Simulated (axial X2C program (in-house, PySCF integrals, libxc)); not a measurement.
**SnP: from the spin-free to the two-component result**

All values were computed with an axial X2C code built on PySCF integrals. Spin-free means the one-electron spin-free X2C Hamiltonian; two-component (2c) means X2C with spin–orbit coupling and atomic mean-field two-electron Coulomb and Gaunt terms, so the difference of the two also holds small scalar two-electron terms. Basis: Sn dyall-cv3z [11s12p9d4f1g], P dyall-v3z [8s7p2d1f] (cores contracted in-house); Gaussian nuclei, density fitting, unrestricted open shells. Masses: Sn 119.902 u, P 30.974 u.

Spin-free state: M_S = 1/2, Λ = 1 (beyond evenly filled blocks: π+α, π+β, π-α); fragments Sn + P.

```tsv
level	Re (Å)	ωe (cm⁻¹)	De (eV)	μ (D)
HF	2.463	298.0	0.815	-1.63
CCSD	2.351	400.2	2.239	n/a
CCSD(T)	2.353	410.1	2.448	n/a
TPSS	2.365	396.4	2.914	-2.14
```

Correlated methods: 9 electrons correlated (number of frozen shells: Sn 4 s, 3 p, 2 d; P 2 s, 1 p), 229 virtual spin orbitals or spinors in MP2, 90 natural virtuals in coupled cluster.

Dipoles are positive if P is the positive end.

**Question.** Within this multiplet, which Ω should lie lowest by the rule for regular and inverted multiplets?

**Answer.** The open π shell holds three electrons, one hole, so the multiplet is inverted: Ω = Λ + 1/2 = 3/2. The PBE0 2c search agrees.

Two-component determinant lowest at the distance of the search:

Ω = 3/2 (⟨Sz⟩ = 0.50, ⟨Lz⟩ = 1.00 at HF); fragments Sn + P.

```json
{"level": "HF", "Re (Å)": "2.472", "ωe (cm⁻¹)": "296.1", "μ (D)": "-1.59"}
{"level": "CCSD", "Re (Å)": "2.358", "ωe (cm⁻¹)": "389.2", "μ (D)": "n/a"}
{"level": "CCSD(T)", "Re (Å)": "2.357", "ωe (cm⁻¹)": "401.1", "μ (D)": "n/a"}
{"level": "TPSS", "Re (Å)": "2.368", "ωe (cm⁻¹)": "391.2", "μ (D)": "-2.09"}
```

**Question.** From the two tables, how do the constants change at the CCSD(T) level (2c against spin-free)?

**Answer.** At the CCSD(T) level Re rises by 0.004 Å and ωe drops by 9.0 cm⁻¹.

The state is a single determinant with fixed occupations, the lowest that a limited PBE0 search found. Dissociation energies refer to the lowest single-determinant-based atoms at the same level and basis. De is not given where an atomic determinant may have missed its ground term or J level, or where the truncated virtual space spoils (T). Density functionals use the spin component along the axis (collinear). CCSD and (T) use frozen natural virtuals with an MP2 correction for the truncation; (T) itself is uncorrected, so its De runs slightly low. Other states lie close and PBE0, whose exact exchange favours high spin, may order them wrongly; the determinant shown need not be the ground state. The nearest other spin-free determinant of the search, M_S = 1/2, Λ = 0, lies 0.30 eV up at the distance of the search. The functionals have no current-density term, which raises determinants with orbital currents, atoms included. At some level and bond length an empty orbital lies below a filled one. The determinant is spin-polarised beyond a pure state at some levels (its spin-free form has ⟨S²⟩ too high), which makes Re and μ there less reliable. The T1 diagnostic is large, a sign of multireference character. The stretched end of a curve changes character and is left out. With the outer-core shells frozen, correlated bond lengths of heavy atoms tend to come out a few hundredths of an ångström too long.
